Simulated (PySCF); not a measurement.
A PySCF script (with the pyscf-properties extension) for the NMR shieldings of C$_{3}$H$_{12}$BNS, on a GFN2-xTB geometry:

```python
import basis_set_exchange as bse
import numpy as np
from pyscf import gto, dft
from pyscf.prop import nmr

atoms = """
C     2.015038   -0.711855   -1.118247
B     1.533114   -0.903338    0.381500
N     1.385873    0.186769    1.213677
S    -1.864126    1.094070    1.019215
C    -2.117284   -0.666159    0.668336
C    -1.274603    1.608763   -0.617768
H     2.860699   -1.359237   -1.341700
H     2.312452    0.309047   -1.351889
H     1.229165   -0.992844   -1.819667
H     1.278065   -1.971041    0.803103
H     1.574407    1.134970    0.931219
H     1.049492    0.134434    2.160582
H    -2.486844   -1.123082    1.580181
H    -1.167509   -1.111623    0.383432
H    -2.851624   -0.774079   -0.125760
H    -1.022249    2.661649   -0.549680
H    -2.065816    1.465258   -1.348924
H    -0.397010    1.024617   -0.879263
"""
names = dict.fromkeys(["C", "B", "N", "S", "H"], "pcSseg-1")
basis = {el: gto.basis.parse(bse.get_basis(n, elements=[el], fmt="nwchem")) for el, n in names.items()}
mol = gto.M(atom=atoms, basis=basis, charge=0, verbose=0)
mf = dft.RKS(mol, xc="PBE0")
mf.grids.level = 2
mf.grids.alignment = dft.numint.BLKSIZE   # the property module wants whole blocks of grid points
mf.conv_tol = 1e-9
mf.kernel()

calc = nmr.RKS(mf)   # GIAO
C = mf.mo_coeff
Co = C[:, mf.mo_occ > 0]
resp = mf.gen_response(singlet=True, hermi=2)
def vind(x):   # induced exchange potential for any number of trial vectors
    d = np.einsum("pi,xij,qj->xpq", C, 2 * x.reshape(-1, C.shape[1], Co.shape[1]), Co, optimize=True)
    return np.einsum("xpq,pi,qj->xij", resp(d - d.transpose(0, 2, 1)), C, Co, optimize=True).ravel()
mo1, _ = nmr.rhf.solve_mo1(calc, with_cphf=vind)
sigma = calc.kernel(mo1)
for i, s in enumerate(sigma):   # ppm
    print("%2d %-2s %9.2f" % (i, mol.atom_pure_symbol(i), np.trace(s) / 3))
```

Q: Give the expected output.

A: 
```
 0 C     179.83
 1 B      61.64
 2 N     141.63
 3 S     590.11
 4 C     164.06
 5 C     163.96
 6 H      31.06
 7 H      31.65
 8 H      31.17
 9 H      26.61
10 H      27.51
11 H      27.17
12 H      29.99
13 H      29.87
14 H      29.78
15 H      30.01
16 H      29.72
17 H      29.84
```

These numbers come from an equivalent density-fitted implementation of the same equations, which agrees with the script to about 0.01 ppm for H and up to a few tenths of a ppm for heavy atoms, so last digits may differ.

Size and cost of the density-fitted run: 169 basis functions, 98 s wall time (78 s CPU) on 1 thread of an Intel Xeon, shared host; peak memory 0.76 GiB.
